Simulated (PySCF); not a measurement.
## TcF₃, triplet: structure and spectrum

Computed with PySCF, UPBE, basis Tc def2-SVP with ECP28, F def2-SVP (scalar-relativistic core potentials, no spin–orbit coupling, density fitting).

The structure is a minimum.

```
Point group                                                                   : D3h
Bond lengths                                                                  : Tc–F 1.818 Å (×3)
Bond angles                                                                   : F–Tc–F 120.0° (×3)
Highest occupied level (β)                                                    : -5.04 eV
Atomisation energy without zero-point energy                                  : 1538 kJ/mol
Dipole moment                                                                 : 0.00 D
Entropy at 298.15 K and 1 bar (electronic part: spin only)                    : 311.4 J/(mol K)
Enthalpy at 298.15 K above 0 K                                                : 15.86 kJ/mol
Rotational symmetry number                                                    : 6
Heat capacity Cp at 298.15 K                                                  : 67.5 J/(mol K)
Lowest empty level (α)                                                        : -4.35 eV
Zero-point energy                                                             : 15.3 kJ/mol
Principal quadrupole moments (Buckingham, traceless) about the centre of mass : -0.42, -0.42, 0.84 D Å
Spin squared ⟨S²⟩                                                             : 2.006
Rotational constants                                                          : 0.1791, 0.1791, 0.08953 cm⁻¹
Principal polarisabilities                                                    : 34.7, 34.7, 36.4 bohr³
```

Harmonic modes (masses in u: Tc 98.907, F 18.998):
| symmetry | ω (cm⁻¹) | IR (km/mol, summed over degenerate members) | μ (u) |
| --- | --- | --- | --- |
| a2'' | 143 | 2.3 | 26.96 |
| e' | 154 | 12.4 | 21.33 |
| a1' | 679 | 0.0 | 19.00 |
| e' | 714 | 256 | 23.35 |

In D3h the vibrations span a2'' + 2e' + a1'. The a1' mode carries no infrared intensity, as symmetry demands.

Charges (e):
```csv
atom,Mulliken,Löwdin,polar tensor,spin (Mulliken),Mayer order to Tc1
Tc1,0.81,0.18,1.45,1.84,–
"F2,3,4",-0.27,-0.06,-0.48,0.05,1.15
```

Mulliken populations on Tc1 (electrons outside its core potential): s 2.61, p 6.30, d 5.25, f 0.04.

Outer orbital energies (eV). α occupied: -11.53, -10.93, -10.93, -10.82, -10.66, -6.14, -6.14, -5.68; empty: -4.35, -4.35, -1.12, -0.29. β occupied: -12.34, -10.98, -10.98, -10.89, -10.89, -10.64, -10.50, -5.04; empty: -4.26, -4.26, -3.63, -3.63.

Formally Tc is in oxidation state +3, d4, with 2 unpaired electrons (the high-spin count would be 4). The Mulliken spin on Tc is 1.84. The polar-tensor charge on Tc, 1.45, is far below the formal one.

Only a few start shapes were tried, so a lower isomer may exist. With open d or f shells other occupations or spin states may lie lower.

The final relaxation and frequency run took of the order of 40 core-seconds on a shared host.
